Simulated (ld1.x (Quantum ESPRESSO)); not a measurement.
## Before and after: TM potential for tantalum

ld1.x (Quantum ESPRESSO) 7.5 input, shortened:

```
&input
   title='Ta', zed=73., rel=1, dft='PBESOL', iswitch=3,
   config='[Xe] 4f14 5d3 6s2 6p0'
 /
 &inputp
   pseudotype=2, tm=.true., lloc=1,
   nlcc=.true., new_core_ps=.true.
 /
3
6S  1  0   2.00   0.00  2.50  2.50  0.0
5D  3  2   3.00   0.00  1.60  1.60  0.0
5P  2  1   6.00   0.00  2.10  2.10  0.0
 &test
   configts(1)='5p6 5d3 6s2 6p0'
 /
```

All-electron outer shells of the reference configuration (PBEsol, scalar-relativistic, ld1.x):

```tsv
shell	level (eV)	outermost node (bohr)	outermost maximum (bohr)
5s	-73.03	0.54	0.98
5p	-39.42	0.58	1.13
4f	-24.73	–	0.44
6s	-5.47	1.32	2.78
5d	-3.62	0.65	1.58
6p	-1.36	1.59	3.85
```

Change: all radii but the core radius scaled by about 1.10 (s 2.76, p 2.32, d 1.76 bohr).

Cutoffs: the cutoffs (Ry, on a coarse ladder) from which the occupation-weighted sum of valence levels, in a spherical-Bessel basis at the reference potential, stays within 10 and 1 mRy of its value at 400 Ry; they do not see the model core or the augmentation charge, which bear on the density cutoff. Errors are all-electron minus pseudo energies relative to the spin-unpolarised reference configuration.

Q: Predict the effect on cutoff, ghosts and configuration errors.

A: The potential gets neither clearly harder nor softer (30 Ry and 45 Ry → 30 Ry and 40 Ry); both files keep a bound ghost (s); of the 7 tests that both files solve, the error grows in 3 and shrinks in 1 by more than 15 % and 0.3 meV (median size 35.9 → 37.1 meV).

| quantity | base | changed |
| --- | --- | --- |
| cutoff, loose | 30 Ry | 30 Ry |
| cutoff, tight | 45 Ry | 40 Ry |
| loose cutoff by channel (10 mRy a level) | s 8 Ry, d 21 Ry, p 18 Ry | s 6 Ry, d 21 Ry, p 21 Ry |
| bound ghosts | s | s |
| error for 5p6 5d3 6s1 6p0, meV [ΔE 8.50 eV] | -8.2 | -8.4 |
| error for 5p6 5d3 6s0 6p0, meV [ΔE 23.48 eV] | -36 | -37 |
| error for 5p6 5d2 6s0 6p0, meV [ΔE 47.09 eV] | -19 | -16 |
| error for 5p6 5d3 6s0 6p2, meV [ΔE 8.66 eV] | +320 | +390 |
| error for 5p6 5d3 6s1 6p1, meV [ΔE 4.22 eV] | +146 | +178 |
| error for 5p6 5d3 6s1.5 6p0, meV [ΔE 3.48 eV] | -2.5 | -2.6 |
| error for 5p6 5d2 6s2 6p1, meV [ΔE 3.03 eV] | +188 | +229 |

 A true bound ghost makes a file unfit for plane-wave use even where its test errors are small: the radial tests pick states by their node count and pass the ghost by.
